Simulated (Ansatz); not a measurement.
Species: sum formula GaH₂Cl, net charge 0, singlet state. 
Coordinates optimised at B3LYP-D3(BJ)/def2-TZVP (Ansatz, a quantum-chemistry and plane-wave program):
SMILES: [Cl][GaH2]
```xyz
4

Cl     1.3067    -0.6404     0.0485
Ga    -0.6373     0.3123    -0.0237
H     -0.6084     1.8689    -0.0295
H     -1.8488    -0.6647    -0.0617
```
Charge 0, spin multiplicity 1.

Dipole moments at this geometry, in debye (magnitudes).

```csv
level,program,dipole (D)
revPBE/def2-TZVPD,Ansatz,1.96
r2SCANh/def2-TZVPD,Ansatz,2.07
LC-wPBE/def2-TZVPD,Ansatz,(withheld)
wB97M-V/def2-TZVPD,Ansatz,2.12
CCSD(T)/def2-SVPD,Ansatz,(withheld)
```

What belongs in the gaps?


- LC-wPBE/def2-TZVPD, dipole (D): 2.20
- CCSD(T)/def2-SVPD, dipole (D): 2.11
